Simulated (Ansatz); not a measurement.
Reaction (ligand exchange at the Al–C bond): `F[CH2][AlH][F]` + CH₃SH → `C[S][AlH][F]` + `CF`

Gas-phase electronic energies from Ansatz, PBE0-D4/def2-TZVP geometries. CCSD(T)/CBS adds triple-zeta CCSD(T) − MP2 to the extrapolated MP2 energy (def2 sets, frozen cores). This one scheme is used for every species. Functionals use def2-TZVPP. B3LYP here is the variant with VWN-RPA as its local correlation; programs differ in this. One conformer a species, not always the lowest.

| level | ΔE (kcal/mol) |
| --- | --- |
| B3LYP-D4 | -31.9 |
| HF/def2-QZVPP | -33.2 |
| MP2/def2-QZVPP | -34.2 |
| MP2/CBS(def2) | -34.4 |

What does CCSD(T)/CBS give? (Best estimate.)

The calculation gave: -33.1 kcal/mol. The listed levels differ from it by 1.2, -0.1, -1.1, -1.3 kcal/mol.

Largest T1 diagnostic among the species: 0.012.

From BLYP to BHLYP (50 % exact exchange), in def2-TZVPP and without D4, ΔE moves by −2.2 kcal/mol. Leaving LDA and LC-ωPBE aside and taking each functional with its dispersion term where it has one, the values, not all of them listed here, spread over 2.8 kcal/mol, from PBE-QIDH to BLYP-D4. The D4 term adds −0.8 kcal/mol with B3LYP and −0.4 kcal/mol with PBE0; it sums over pairs of atoms, weighted by their polarisabilities, and B3LYP, whose exchange is more repulsive, gets the larger term.
